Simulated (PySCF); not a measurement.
ClGe2H5, SMILES [Cl][GeH2][GeH3].

Geometry: PBE0-D3(BJ)/def2-SVP. This is a generated structure with no PubChem entry under its InChIKey; it may be hypothetical.

Two levels are set side by side: TDDFT-PBE/def2-SVPD (PySCF) and TDDFT-CAM-B3LYP/def2-SVPD (PySCF). Vertical, same geometry. The lowest singlet is HOMO→LUMO 96 % with PBE and HOMO→LUMO 90 % with the other functional; states are paired by order. Differences are taken from unrounded values.

```csv
quantity,TDDFT-PBE
lowest singlet excitation (eV),5.55
lowest triplet excitation (TDA) (eV),5.07
first bright state (f over 0.05) (eV),6.22
its oscillator strength,0.12
```

Problem. These are the TDDFT-PBE values. What does TDDFT-CAM-B3LYP give? (Estimate from the structure and the level; the computed values follow.)

Solution. 
```
quantity                               TDDFT-CAM-B3LYP  TDDFT-PBE minus TDDFT-CAM-B3LYP
-------------------------------------  ---------------  -------------------------------
lowest singlet excitation (eV)                    6.15                            -0.60
lowest triplet excitation (TDA) (eV)              5.60                            -0.53
first bright state (f over 0.05) (eV)             7.15                            -0.93
its oscillator strength                           0.20                            -0.08
```

A lower first singlet is the usual sign of a functional without exact exchange. Differences between two approximate levels are no errors against the true value.

Rough cost on one machine, each run with all the roots and properties that it gave: TDDFT-CAM-B3LYP against TDDFT-PBE about 8 times.
